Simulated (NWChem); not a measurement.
# RbF cation, doublet; SMILES of the neutral closed-shell parent [F][Rb]

```xyz
2

Rb     0.0000     0.0000    -0.6217
F      0.0000     0.0000     2.3240
```
Atoms are numbered in this order, from 1.

The state is orbitally degenerate and is run as one real component. The geometry was optimised at PBE0/def2-SVP, spin-unrestricted. This spin state was assumed; another may lie lower. No stability test was run on the SCF state. def2 effective core potentials on Rb; no spin-orbit coupling.

List the 6 lowest vertical excitations from PBE0/def2-SVP with def2 effective core potentials on Rb, spin-unrestricted, TDA (NWChem).


```
state    energy (eV)  oscillator strength  <S²>
-------  -----------  -------------------  ----
state 1         0.37                0.000  0.75
state 2         0.53                0.000  0.75
state 3        10.73                0.000  0.76
state 4        10.77                0.005  1.83
state 5        10.82                0.000  0.76
state 6        10.83                0.000  0.77
```
